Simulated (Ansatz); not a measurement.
Ag₂Se⁻, relaxed as a quartet with UKS r2SCAN-D4/def2-TZVPD in Ansatz, starting from the r2SCAN-D4/def2-TZVPD geometry of the charge -1 doublet. Force threshold 0.02 eV/Å.

In the def2 sets Ag takes a core potential; there is no spin–orbit coupling. The highest occupied level of the charge -1 quartet lies above zero (up to 0.56 eV). It is a level of α spin, whose loss leaves a triplet; that state wasn't run at this geometry and level. The electron is either unbound and held by the finite basis, or the level is raised by self-interaction error. The relaxation made no stability test and no search for a lower SCF solution. At r2SCAN-D4/def2-TZVPD a doublet of charge -1 lies 1.35 eV below the quartet, each at its own geometry. The structure comes from a short search, and lower isomers may exist.

Start:

```xyz
3

Ag    1.1622    0.9858    0.1417
Ag   -1.2247    0.1818   -0.8999
Se    0.0625   -1.1675    0.7581
```

```
step  energy (eV)  largest force component (eV/Å)  SCF passes
   1  -73353.3315                           0.751          18
   2  -73353.4068                           0.045          23
   3  -73353.4070                           0.016          25
```

Force components are those of the run's own axes.

End:

```xyz
3

Ag    1.252    1.026    0.175
Ag   -1.316    0.161   -0.946
Se    0.064   -1.187    0.771
```

By distances, no bond broke or formed. The bond that changes most is Ag1–Se3, from 2.50 to 2.58 Å (atoms count from 1).

No frequencies were taken in this run, so the end may be a saddle point.

Hardware: 4 threads of Arm Neoverse V2 on a shared host. Wall time 9.5 s.
